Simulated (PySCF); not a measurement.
**Which enantiomer?**

Computed with PySCF 2.14.0, TDDFT PBE0/def2-SVPD circular dichroism and optical rotation, one conformer, gas phase. Geometry: GFN2-xTB.

States above about 7.1 eV lie in this functional's continuum (it starts at minus the energy of the highest occupied orbital, well below the true ionisation energy for most functionals) and depend on the basis.

Values for one enantiomer of C₇H₁₀, R in 10⁻⁴⁰ esu² cm² (velocity form):
```
λ (nm)      f      R
   190  0.052  +10.8
   180  0.024  +25.3
   177  0.018  -42.4
   176  0.028   -6.9
   169  0.007   -3.4
   166  0.043  -12.3
   164  0.024  +12.3
   160  0.025   -5.1
   157  0.024  +19.8
   153  0.002  +10.3
   152  0.001  +17.3
   152  0.020   +3.3
```

[α] at 589.3 nm: +65 deg dm⁻¹ (g/mL)⁻¹ (origin-invariant length gauge).

(1) Which structure gives these signs?
A. C[C@@H]1C[C@H]2C=C[C@@H]12
B. C[C@H]1C[C@@H]2C=C[C@H]12

Answers

(1) B. Its CIP labels in SMILES order are S, R, S; the other enantiomer gives every sign reversed.

The signs above follow by mirror symmetry from the run on the other enantiomer. Geometry of C[C@@H]1C[C@H]2C=C[C@@H]12 as run:
```xyz
17

C     2.040   -0.073   -0.659
C     0.523   -0.015   -0.684
C    -0.080    1.264   -0.076
C    -0.763    0.431    1.031
C    -2.095   -0.129    0.622
C    -1.577   -1.239    0.100
C    -0.161   -0.861    0.422
H     2.459    0.663   -1.343
H     2.389   -1.060   -0.959
H     2.411    0.135    0.342
H     0.160   -0.247   -1.687
H    -0.766    1.812   -0.719
H     0.674    1.947    0.308
H    -0.615    0.746    2.059
H    -3.088    0.280    0.689
H    -1.985   -2.085   -0.424
H     0.466   -1.558    0.969
```
